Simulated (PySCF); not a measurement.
# Field gradients at the hydrogen positions

C₄H₁₂O₂Si₂.
Z-matrix (Å and degrees, GFN2-xTB geometry), rows numbered from 1:
```
C 
C   1  1.3233
C   2  1.4837  1  124.63
Si  3  1.9203  2  109.08  1   -94.51
O   4  1.6363  3  109.34  2    54.66
O   4  1.6397  3  101.40  2   -62.37
Si  4  2.2966  3  118.42  2   171.23
C   7  1.9023  4  111.42  3    48.62
H   1  1.0787  2  121.59  3    -3.91
H   1  1.0770  2  122.17  3   177.61
H   2  1.0817  1  119.94  3  -175.79
H   3  1.0900  2  110.42  1    25.02
H   3  1.0874  2  110.17  1   144.52
H   5  0.9562  4  120.67  3   -37.17
H   6  0.9531  4  121.60  3   170.37
H   7  1.4706  4  113.26  3   -72.63
H   7  1.4762  4  112.07  3   168.10
H   8  1.0864  7  111.49  4    56.66
H   8  1.0864  7  111.50  4   -63.42
H   8  1.0854  7  111.19  4   176.64
```

Level: PBE0/pcSseg-1 (PySCF, non-relativistic); Q(2H) = 0.00286 b; rigid geometry, the same for H and D, with no vibrational averaging.

Problem. Rank these positions by the coupling χzz of a deuteron there, largest first.
A. H12 (methylene hydrogen)
B. H14 (hydroxyl hydrogen)
C. H9 (vinylic hydrogen)
D. H18 (methyl hydrogen)
E. H15 (hydroxyl hydrogen)
F. H16 (Si–H hydrogen)

Solution. E (346 kHz), B (336 kHz), C (225 kHz), D (218 kHz), A (211 kHz), F (108 kHz).

Problem. Give the electric field gradient Vzz (the principal value of largest size), its asymmetry and the 2H coupling at each hydrogen.

Solution. 
| atom | bonded to | bond length (Å) | Vzz (au) | η | χzz (kHz) |
| --- | --- | --- | --- | --- | --- |
| H9 | C1 | 1.079 | 0.3350 | 0.06 | 225 |
| H10 | C1 | 1.077 | 0.3394 | 0.06 | 228 |
| H11 | C2 | 1.082 | 0.3237 | 0.05 | 218 |
| H12 | C3 | 1.090 | 0.3137 | 0.04 | 211 |
| H13 | C3 | 1.087 | 0.3192 | 0.05 | 215 |
| H14 | O5 | 0.956 | 0.5002 | 0.05 | 336 |
| H15 | O6 | 0.953 | 0.5147 | 0.05 | 346 |
| H16 | Si7 | 1.471 | 0.1601 | 0.01 | 108 |
| H17 | Si7 | 1.476 | 0.1565 | 0.00 | 105 |
| H18 | C8 | 1.086 | 0.3241 | 0.01 | 218 |
| H19 | C8 | 1.086 | 0.3248 | 0.01 | 218 |
| H20 | C8 | 1.085 | 0.3269 | 0.01 | 220 |

Problem. Average by the element that carries the hydrogen.

Solution. on C: 219 kHz over 8 positions, mean bond length 1.084 Å; on O: 341 kHz over 2 positions, mean bond length 0.955 Å; on Si: 106 kHz over 2 positions, mean bond length 1.473 Å.

Problem. How does χzz go with the bond length over the 8 C–H bonds?

Solution. A straight-line fit has a slope of -11.2 kHz for each 0.01 Å, with a correlation coefficient of -0.92, over lengths from 1.077 to 1.090 Å. The longer bonds have the smaller couplings here.

Problem. A static deuteron (I = 1) shows a doublet split by (3/2)χ, (3/4)χ(1 + η) and (3/4)χ(1 − η) with the field along z, y and x of the gradient. What are these for H17?

Solution. With |χ| = 105.1 kHz and η = 0.003: 158, 79 and 79 kHz, to first order and without motion.

The structure is a single GFN2-xTB conformer in the gas phase; no vibrational or solvent corrections. GFN2-xTB bond lengths can be off by several hundredths of an ångström, more for odd bonds, and the gradients follow them. With a basis this small, the couplings can be 20 % off.

The run behind these numbers computed NMR shieldings as well. Time: 88 s of wall time (grids of density and orbitals included); peak memory 0.93 GiB. Hardware: Arm Neoverse N1, one thread, shared host with 64 logical CPUs at a one-minute load of 59.
